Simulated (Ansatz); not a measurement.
BeCl₂⁻, relaxed as a quartet with UKS PBE-D4/def2-TZVPD in Ansatz, starting from the PBE-D4/def2-TZVPD geometry of the charge -1 doublet. Force threshold 0.02 eV/Å.

The highest occupied level of the charge -1 quartet lies above zero (up to 2.24 eV). It is a level of α spin, whose loss leaves a triplet; that state wasn't run at this geometry and level. The electron is either unbound and held by the finite basis, or the level is raised by self-interaction error. In the quartet, Cl2 and Cl3 lie 2.63 Å apart (atoms count from 1), so these atoms are partly bonded to each other. The relaxation made no stability test and no search for a lower SCF solution. At PBE-D4/def2-TZVPD a doublet of charge -1 lies 5.12 eV below the quartet, each at its own geometry. The structure comes from a short search, and lower isomers may exist.

Start:

```xyz
3

Be   -0.0621    0.6143   -0.0792
Cl    1.5776   -0.0661    0.6975
Cl   -1.5156   -0.5482   -0.6183
```

| step | energy (eV) | largest force component (eV/Å) | SCF passes |
| --- | --- | --- | --- |
| 1 | -25434.6549 | 1.523 | 18 |
| 2 | -25435.0614 | 1.040 | 26 |
| 3 | -25435.3890 | 0.460 | 25 |
| 4 | -25435.4620 | 0.434 | 24 |
| 5 | -25435.4870 | 0.006 | 21 |

Force components are those of the run's own axes.

End:

```xyz
3

Be   -0.111    1.097   -0.141
Cl    1.252   -0.362    0.580
Cl   -1.141   -0.735   -0.438
```

By distances, no bond broke or formed. The bond that changes most is Be1–Cl3, from 1.94 to 2.12 Å (atoms count from 1).

No frequencies were taken in this run, so the end may be a saddle point.

Run time 3.6 s (4 threads of Arm Neoverse V1 on a shared host).
